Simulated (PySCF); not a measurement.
Deuteron quadrupole couplings in `F[Si@H]1CCCN1`

Compound: C3H8FNSi.
Cartesian coordinates in Å at the GFN2-xTB level; atoms count from 1:
```xyz
14
C3H8FNSi angstrom
F      0.7406    2.3028    1.3469
Si     0.4165    1.4749   -0.0031
C      1.2756   -0.2085   -0.1473
C      0.1920   -1.2062    0.2739
C     -1.1581   -0.6516   -0.1785
N     -1.1324    0.7672    0.1289
H      0.6738    2.4362   -1.0631
H      1.5698   -0.3941   -1.1799
H      2.1678   -0.3224    0.4636
H      0.3632   -2.2013   -0.1386
H      0.1848   -1.2809    1.3620
H     -1.2995   -0.8255   -1.2548
H     -1.9831   -1.1325    0.3550
H     -2.0117    1.2414    0.0127
```

Level: PBE0/pcSseg-1 (PySCF, non-relativistic); Q(2H) = 0.00286 b; rigid geometry, the same for H and D, with no vibrational averaging.

Task: Rank these positions by the coupling χzz of a deuteron there, largest first.
A. H13 (methylene hydrogen)
B. H8 (methylene hydrogen)
C. H12 (methylene hydrogen)
D. H11 (methylene hydrogen)
E. H7 (Si–H hydrogen)
F. H14 (N–H hydrogen)

Result: F (289 kHz), B (213 kHz), D (205 kHz), A (200 kHz), C (193 kHz), E (111 kHz).

Task: Give the electric field gradient Vzz (the principal value of largest size), its asymmetry and the 2H coupling at each hydrogen.

Result: 
```tsv
atom	bonded to	bond length (Å)	Vzz (au)	η	χzz (kHz)
H7	Si2	1.454	0.1659	0.01	111
H8	C3	1.090	0.3164	0.03	213
H9	C3	1.087	0.3211	0.04	216
H10	C4	1.091	0.3083	0.01	207
H11	C4	1.091	0.3046	0.02	205
H12	C5	1.099	0.2874	0.03	193
H13	C5	1.094	0.2978	0.04	200
H14	N6	1.006	0.4305	0.16	289
```

Task: Average by the element that carries the hydrogen.

Result: on Si: 111 kHz over 1 position, mean bond length 1.454 Å; on C: 206 kHz over 6 positions, mean bond length 1.092 Å; on N: 289 kHz over 1 position, mean bond length 1.006 Å.

Task: How does χzz go with the bond length over the 6 C–H bonds?

Result: A straight-line fit has a slope of -18.9 kHz for each 0.01 Å, with a correlation coefficient of -0.96, over lengths from 1.087 to 1.099 Å. The longer bonds have the smaller couplings here.

Geometry: GFN2-xTB, one conformer, isolated molecule. GFN2-xTB bond lengths can be off by several hundredths of an ångström, more for odd bonds, and the gradients follow them. A larger basis could move these couplings by a tenth or more.
